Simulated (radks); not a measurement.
Results of a calculation; reference values are marked as such.
Task: These are the eigenvalues of the occupied orbitals of an atom or ion with whole-number occupations (eV). Level of theory: Dirac Kohn-Sham, PBE, spin-unpolarised, spherical densities, finite nucleus; Fermi nuclear charge, rms radius of each element as measured or else 0.836 A^(1/3) + 0.57 fm (a radial shooting solver on a logarithmic mesh with Libxc functionals).

1s1/2: -20888.32
2s1/2: -3005.962
2p1/2: -2774.262
2p3/2: -2656.009
3s1/2: -548.9677
3p1/2: -459.9249
3p3/2: -440.1451
3d3/2: -282.6642
3d5/2: -278.8615
4s1/2: -103.4806
4p1/2: -77.2830
4p3/2: -74.2719
4d3/2: -35.2592

Which element is it, and in what charge state? The configuration may be excited. Open shells, if any, fill j = l - 1/2 first.

Result: Z = 43, technetium, charge +3: Tc3+ in [Kr] 4d4. The list shows which subshells hold electrons but not how many an open one holds; the 1s level, -767.63 hartree, gives Z - s = 39.2 by -(Z - s)^2/2, which with screening and relativity narrows Z to a few neighbours, and the depths of the outer levels then fix element, charge and occupations together.
